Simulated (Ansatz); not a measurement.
`[SiH3][O][Sc]([Cl])[Cl]` and `[F][Sc]([Cl])[O][SiH3]` differ in one atom or group.

Ansatz, PBE0-D4/def2-TZVP geometries, multiplicity 1. Each molecule was computed in one conformer, which needn't be the lowest.

Scalar relativity is left out up to krypton.

```tsv
property	`[SiH3][O][Sc]([Cl])[Cl]`
size of the dipole moment (PBE/def2-TZVPP) / D	1.79
HOMO–LUMO gap (ωB97M-V/def2-TZVPP) / eV	10.10
LUMO energy (ωB97M-V/def2-TZVPP) / eV	-1.09
HOMO–LUMO gap (PBE0/def2-TZVPP) / eV	6.14
HOMO energy (PBE0/def2-TZVPP) / eV	-8.94
HOMO energy (ωB97M-V/def2-TZVPP) / eV	-11.19
```

(1) Give the same properties after the change, and the shifts. (Best estimate.)

Answers

(1) Computed: 
```csv
property,`[F][Sc]([Cl])[O][SiH3]`,shift
size of the dipole moment (PBE/def2-TZVPP) / D,1.48,-0.31
HOMO–LUMO gap (ωB97M-V/def2-TZVPP) / eV,10.23,0.13
LUMO energy (ωB97M-V/def2-TZVPP) / eV,-0.98,0.11
HOMO–LUMO gap (PBE0/def2-TZVPP) / eV,6.31,0.17
HOMO energy (PBE0/def2-TZVPP) / eV,-8.93,0.01
HOMO energy (ωB97M-V/def2-TZVPP) / eV,-11.21,-0.02
```

Dipoles are sizes alone; their direction can turn.
